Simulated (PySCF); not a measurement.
**EPR parameters of C7H9S**

Species: C7H9S (doublet state).
Atom-mapped SMILES: `[CH2:1][c:2]1[cH:3][cH:4][c:5]([CH2:6][CH3:7])[s:8]1` (hydrogens: H9, H10 on C1; H11 on C3; H12 on C4; H13, H14 on C6; H15, H16, H17 on C7)

Geometry (GFN2-xTB, Å), atoms numbered from 1 in this order:
```
atom  x, y, z in Å
C1     3.3362    0.3381    0.5034
C2     2.0634    0.0576    0.1302
C3     1.5366   -0.1137   -1.1694
C4     0.1812   -0.3931   -1.1837
C5    -0.3987   -0.4579    0.0659
C6    -1.8332   -0.6773    0.3923
C7    -2.5958    0.6518    0.4344
S8     0.7636   -0.1522    1.3147
H9     4.1048    0.4624   -0.2377
H10    3.6108    0.4419    1.5362
H11    2.1546   -0.0307   -2.0447
H12   -0.3871   -0.5561   -2.0839
H13   -2.2791   -1.3257   -0.3664
H14   -1.9191   -1.1693    1.3635
H15   -3.6434    0.4776    0.6674
H16   -2.5298    1.1556   -0.5273
H17   -2.1720    1.3030    1.1953
```

The hyperfine couplings belong to this conformer and change with its torsions.

The calculation used UKS B3LYP, pcH-1 on C H S, non-relativistic, mean-field spin-orbit, GIAO (PySCF). Isolated species at its GFN2-xTB geometry (one conformer only). The geometry wasn't refined by DFT: couplings that depend on bond lengths, twists or pyramidal angles can differ widely from those at the functional's own minimum. The SCF solution wasn't tested for stability. ⟨S²⟩ is 0.779 where a pure state has 0.75.

| Property | Result |
| --- | --- |
| g1, g2, g3 | 2.00214, 2.00230, 2.00497 |
| g_iso | 2.00314 |
| Form of g | close to axial: the two nearest values differ by 6 % of g3 − g1 |
| ⟨S²⟩ | 0.7793 (exact 0.7500) |
| α and β electrons | 34, 33 |
| Total energy | -670.33605 Eh |

Hyperfine couplings atom by atom, in MHz; T1 to T3 are the principal values of the dipolar part:

```tsv
atom	isotope	a_iso	of which spin–orbit	T1	T2	T3	Mulliken spin population
C1	13C	48.2	-0.1	-46.9	-45.7	92.6	0.61
C2	13C	-41.2	-0.1	-23.3	9.1	14.3	-0.20
C3	13C	34.5	0.0	-30.4	-30.0	60.4	0.39
C4	13C	-27.5	0.0	-15.9	7.0	8.9	-0.14
C5	13C	37.6	0.1	-31.9	-31.0	62.9	0.35
C6	13C	-12.0	0.0	-0.9	0.2	0.7	-0.03
C7	13C	29.9	0.0	-2.2	-2.0	4.2	0.02
S8	33S	1.9	-0.1	-8.2	-4.4	12.6	0.05
H9	1H	-36.7	0.0	-20.9	-0.8	21.8	-0.03
H10	1H	-37.5	0.0	-22.0	-0.4	22.4	-0.03
H11	1H	-25.0	0.0	-13.1	-1.4	14.4	-0.02
H12	1H	6.2	0.0	-3.1	-0.2	3.2	0.00
H13	1H	13.0	0.0	-2.1	-1.9	4.0	0.01
H14	1H	11.9	0.0	-2.0	-1.8	3.8	0.01
H15	1H	5.4	0.0	-1.4	-0.8	2.2	0.00
H16	1H	-1.1	0.0	-2.3	-0.8	3.0	0.00
H17	1H	-1.7	0.0	-2.1	-0.6	2.7	0.00
```

Largest spin populations (Mulliken): C1 (+0.61), C3 (+0.39), C5 (+0.35) and C2 (-0.20). Three atoms exceed +0.15. The positive populations add up to 1.44 and the negative ones to -0.44, together 2S = 1. The angles at C1 add up to 360.0°, so it is planar.

Axes: g2 points within 11° of the C5–S8 bond and g3 points within 6° of the C1–H9 bond.

Under fast tumbling the dipolar parts average out, and these isotropic splittings remain: 1 × 1H (H10, I = 1/2, 2 lines) with 1.34 mT, 1 × 1H (H9, I = 1/2, 2 lines) with 1.31 mT, 1 × 1H (H11, I = 1/2, 2 lines) with 0.89 mT, 2 × 1H (H13/H14, I = 1/2, 3 lines) with 0.44 mT, 1 × 1H (H12, I = 1/2, 2 lines) with 0.22 mT and 3 × 1H (H15/H16/H17, I = 1/2, 4 lines) with 0.03 mT.

Nuclei that the bonding pattern makes equivalent are averaged, as if the motion that swaps them (rotation, inversion, ring flip) were fast. H9 and H10 aren't averaged: C1 is flat or nearly so (angle sum 360°), and its turn about the short C1–C2 bond (1.36 Å) is taken as slow. The three 1H nuclei of mean +0.9 MHz run from -1.7 to 5.4 MHz in the frozen geometry.

The 13C coupling of C1 (48.2 MHz) shows only in satellite lines or after enrichment, since that isotope makes up about 1.07 % of natural carbon.

The spin density at the nucleus, in bohr⁻³, is negative for C2 (-0.0366), C4 (-0.0245) and C6 (-0.0107), for instance. A restricted open-shell determinant has no negative spin density anywhere; here it arises because α and β orbitals differ (spin polarisation).
